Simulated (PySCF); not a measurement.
# Computed structure and properties of [Ce(H2CO)]3+

System: [Ce(H2CO)]3+ (singlet in the valence; each metal's 4f electrons, 1 of them, lie in its core potential, out of spins and levels); start: template (C2v). Method: PySCF 2.14.0, RKS B3LYP, Ce lcecp-1-SVP with ECP47, O def2-SVP, C def2-SVP, H def2-SVP; non-relativistic Hamiltonian with scalar-relativistic core potentials where named; density fitting; no spin-orbit coupling.

Input of the relaxation:

```python
mol = gto.M(atom='''
Ce     0.00000     0.00000    -0.55745
O      0.00000     0.00000     1.99005
C      0.00000     0.00000     3.21005
H      0.94000    -0.00000     3.79005
H     -0.94000     0.00000     3.79005''',
    basis={'Ce': 'lcecp-1-SVP', 'O': 'def2-SVP', 'C': 'def2-SVP', 'H': 'def2-SVP'},
    ecp={'Ce': 'lcecp-1-SVP'},
    charge=3, spin=0)
mf = dft.RKS(mol, xc='B3LYP')
mf.grids.atom_grid = (50, 194)  # f atoms: unpruned, at least (60, 302)
mf = mf.density_fit()  # fitting sets: Ce AutoAux, O def2-universal-JKFIT, C def2-universal-JKFIT, H def2-universal-JKFIT
mf.conv_tol = 1e-08; mf.max_cycle = 55
mf.kernel(dm0)  # dm0: converged density of the start geometry
# quasi-Newton relaxation in Cartesian coordinates to a largest gradient under 0.00045 Eh/bohr, steps kept in the point group
```

Run from Python with OMP_NUM_THREADS=2; the lines above give its settings. Where DIIS fails, smearing, a level shift and second-order steps follow.
It took 13 s on 2 threads of AMD EPYC 7B13 (Zen 3), on a shared host, from the converged density of the start.

Course of the relaxation:

| step | energy above end (eV) | largest force component within the symmetry (eV/Å) |
| --- | --- | --- |
| 0 | 0.5498 | 4.171 |
| 1 | 0.2736 | 2.022 |
| 2 | 0.0411 | 2.088 |
| 3 | 0.0082 | 0.462 |
| 4 | 0.0004 | 0.117 |
| 5 | 0.0000 | 0.006 |
| 6 | 0.0000 | 0.002 |

Relaxed geometry (C2v):

```xyz
5

Ce    0.0000    0.0000   -0.3013
O     0.0000    0.0000    1.9062
C     0.0000    0.0000    3.1747
H     0.9693    0.0000    3.7216
H    -0.9693    0.0000    3.7216
```

| contact | Å |
| --- | --- |
| Ce1–O2 (H2CO) | 2.208 |

On the finer grid (75, 302):

* HOMO: -24.34 eV
* LUMO: -19.32 eV
* Dipole about the centre of mass: 3.68 D
* Set of Mulliken populations of Ce1 outside the core potential: s 2.03, p 6.03, d 0.42, f 0.03
* D3(BJ) dispersion energy (not in the energies): -0.133 eV

```
atom  Mulliken (e)  Löwdin (e)  spin (e)
 Ce1          2.49        2.37      0.00
  O2         -0.38       -0.13      0.00
  C3          0.40        0.51      0.00
  H4          0.24        0.12      0.00
  H5          0.24        0.12      0.00
```

The 4f levels lie in the core potential and are missing. Their spin isn't counted.

On the grid (50, 194), as all that follows. Harmonic modes: a minimum; lowest 246 cm⁻¹ (negative: unstable), highest 3139 cm⁻¹, zero-point energy 0.771 eV.

Taking off one H2CO (charge 0, singlet; the rest: singlet) in vacuum, both parts rigid, costs 5.68 eV; the small basis without counterpoise inflates it. Parting with an electron moved from the ligand to the metal can be far cheaper, even downhill.

Rigid scan of H2CO along the line from its metal:

(distance to O2 (Å), energy (eV)): (1.91, 1.039), (2.01, 0.396), (2.11, 0.085), (2.21, 0.000), (2.31, 0.064), (2.41, 0.221), (2.61, 0.673)

One start shape was tried, so this needn't be the lowest isomer.

An lcecp potential fixes the number of 4f electrons, so in runs with it no electron can move into or out of that shell.
